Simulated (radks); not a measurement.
Values are calculated unless marked as measured or tabulated.
All-electron atom: Ho III in [Xe] 4f10.5 6s0.5 (fractional occupations, a model configuration).

Code: a radial shooting solver on a logarithmic mesh with Libxc functionals. Model: Dirac Kohn-Sham, PBE, spin-unpolarised, spherical densities, finite nucleus; open shells fill j = l - 1/2 first; Fermi nuclear charge, rms radius 5.2022 fm.

Energy parts (eV):
part                      energy
total                 -343586.73
kinetic                377978.59
electron-nucleus      -847421.24
Hartree                133236.89
exchange-correlation    -7380.98

Orbitals (lengths in bohr, moments of r in powers of bohr; <r^-3> diverges for s and p1/2; r(max) is where P^2 peaks):
orbital  occ.  eigenvalue (eV)   <1/r>      <r^2>  <r^-3>   r(max)
1s1/2       2        -55441.93   76.04  0.0005883       -  0.01311
2s1/2       2        -9284.139   18.25   0.009111       -  0.07479
2p1/2       2        -8838.150   18.23   0.006582       -  0.05625
2p3/2       4        -7981.255   15.88   0.007804   11590  0.06237
3s1/2       2        -2088.139   6.674    0.06029       -   0.2115
3p1/2       2        -1892.810   6.590    0.05588       -   0.1990
3p3/2       4        -1713.841   5.993    0.06278    2509   0.2118
3d3/2       4        -1378.654   5.876    0.04961   425.8   0.1675
3d5/2       6        -1339.554   5.729    0.05153   373.8   0.1711
4s1/2       2        -427.5166   2.791     0.3039       -   0.4842
4p1/2       2        -349.9126   2.683     0.3180       -   0.4868
4p3/2       4        -309.7422   2.478     0.3560   563.8   0.5141
4d3/2       4        -181.9111   2.257     0.4036   81.75   0.5179
4d5/2       6        -174.6145   2.206     0.4187   70.57   0.5268
4f5/2       6         -21.9586   1.645     0.8655   10.34   0.5195
4f7/2     4.5         -20.9477   1.620     0.9027   9.890   0.5247
5s1/2       2         -67.7148   1.053      1.804       -    1.132
5p1/2       2         -46.5201  0.9286      2.286       -    1.233
5p3/2       4         -41.2852  0.8574      2.622   72.18    1.315
6s1/2     0.5         -15.7746  0.3846      12.14       -    2.954

The highest occupied level is 6s1/2 at -15.775 eV. Summed over all electrons, <r^2> = 41.84 bohr^2, which gives a Langevin (diamagnetic) susceptibility term of -33.1 x 10^-6 cm^3/mol. The electron density at the nucleus is 8.054e+05 e/bohr^3.
